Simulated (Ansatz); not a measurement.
A nudged elastic band was laid between two geometries of ClH + F4Ge (7 atoms, charge 0, multiplicity 1).

These are results of RKS CAM-B3LYP/def2-SVP in Ansatz 0.2.0, not measurements.

```
movable images  : 5
climbing image  : yes
spring          : 5.0 eV/Å²
optimiser       : quadratic models (default)
start path      : through a guess of the saddle point
force threshold : 0.03 eV/Å
iteration limit : 60
end points      : relaxed
```

Initial state:

```xyz
7
Properties=species:S:1:pos:R:3
Ge 0.216 -0.001 -0.101
F 0.209 -0.001 1.603
F 1.841 -0.001 -0.587
F -0.513 1.403 -0.703
F -0.513 -1.402 -0.706
Cl -2.847 -0.005 1.301
H -1.982 0.008 2.256
```

Final state:

```xyz
7
Properties=species:S:1:pos:R:3
Ge -0.429 0.244 -0.273
F -0.203 -0.920 2.046
F 1.062 0.759 0.358
F -0.516 0.973 -1.813
F -0.468 -1.424 -0.589
Cl -2.105 0.953 0.812
H -0.930 -0.586 2.520
```

(1) What changes between the two ends?

(2) Give the energies along the band, and the barrier.

(3) What is the geometry of the highest image?

(4) What are the harmonic wavenumbers there?

## Answers

(1) Bonds broken: Ge1–F2, Cl6–H7. Bonds formed: Ge1–Cl6, F2–H7. ClH + F4Ge becomes ClF3Ge + FH.

(2) The run converged. The highest image is number 3 of 0 to 6, 0.90 eV above the first end and 0.94 eV above the last; the last end lies 0.04 eV below the first. A vibrational analysis at the climbing image gives one clearly imaginary mode, 584i cm⁻¹: a first-order saddle point. The orbitals stay closed-shell, which can raise the energy where a bond breaks towards radicals; this wasn't checked here.

| image | path coordinate (Å) | energy (eV) | Ge1–F2 (Å) | Cl6–H7 (Å) | Ge1–Cl6 (Å) |
| --- | --- | --- | --- | --- | --- |
| 0 | 0.00 | 0.00 | 1.70 | 1.29 | 3.37 |
| 1 | 0.46 | 0.08 | 1.72 | 1.29 | 3.07 |
| 2 | 0.92 | 0.43 | 1.76 | 1.33 | 2.69 |
| 3 | 1.38 | 0.90 | 1.91 | 1.57 | 2.41 |
| 4 | 2.19 | 0.48 | 2.31 | 2.06 | 2.19 |
| 5 | 2.99 | 0.12 | 2.63 | 2.28 | 2.13 |
| 6 | 3.78 | -0.04 | 2.60 | 2.58 | 2.12 |

(3) 
```xyz
7
Properties=species:S:1:pos:R:3:forces:R:3
Ge -0.248 0.005 -0.033 0.00 0.00 0.00
F -0.007 -0.043 1.858 0.00 0.00 0.00
F 1.454 0.032 -0.179 0.00 0.00 0.00
F -0.627 1.450 -0.852 0.00 0.00 0.00
F -0.613 -1.491 -0.756 0.00 0.00 0.00
Cl -2.404 0.060 1.045 0.00 0.00 0.00
H -1.143 -0.012 1.977 0.00 0.00 0.00
```

(4) 584i, 30, 148, 198, 251, 279, 294, 369, 487, 731, 758, 810, 852, 877, 1582 cm⁻¹.

The run took 2.9 min on 4 threads of Arm Neoverse V1 (shared host), peak memory 0.36 GiB.
